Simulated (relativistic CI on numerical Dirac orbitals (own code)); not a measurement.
## d1 to d9 in one octahedral field

Computed with a parametric ligand-field model without spin-orbit coupling, by exact diagonalisation: B = 830, C = 3780, 10Dq = 28200 cm⁻¹ (Oh; |10Dq|/B = 34.0) for every shell. Energies in cm⁻¹; the field energy is (0.6 n_e − 0.4 n_t2) × 10Dq of the ground term; g labels are left out.

| Shell | Ground term | Electrons in e | Field energy | First spin-allowed bands | Lowest term of other spin |
| --- | --- | --- | --- | --- | --- |
| d1 | 2T2 | 0.000 | -11280 | 2E 28200 |  |
| d2 | 3T1 | 0.018 | -22041 | 3T2 26392, 3T1 37034 | 1T2 12923 |
| d3 | 4A2 | 0.000 | -33840 | 4T2 28200, 4T1 37026 | 2E 17660 |
| d4 | 3T1 | 0.030 | -44271 | 3E 24861, 3T1 25842 | 5E 5531 |
| d5 | 2T2 | 0.054 | -54887 | 2A2 23847, 2T1 24126 | 6A1 8541 |
| d6 | 1A1 | 0.041 | -66513 | 1T1 25718, 1T2 36705 | 3T1 17648 |
| d7 | 2E | 1.030 | -49921 | 2T1 25511, 2T2 26379 | 4T1 10280 |
| d8 | 3A2 | 2.000 | -33840 | 3T2 28200, 3T1 37026 | 1E 14056 |
| d9 | 2E | 3.000 | -16920 | 2T2 28200 |  |

Low spin: d4, d5, d6, d7; the other shells keep the spin of the free ion. Only d4 to d7 can choose; the field needed to pair spins is smallest for d6 and largest for d5, which loses most exchange energy. In the strong-field picture 10Dq must exceed about 6B + 5C = 23880 (d4), 7.5B + 5C = 25125 (d5), 2.5B + 4C = 17195 (d6) and 4B + 4C = 18440 (d7); mixing of terms shifts these bounds somewhat.
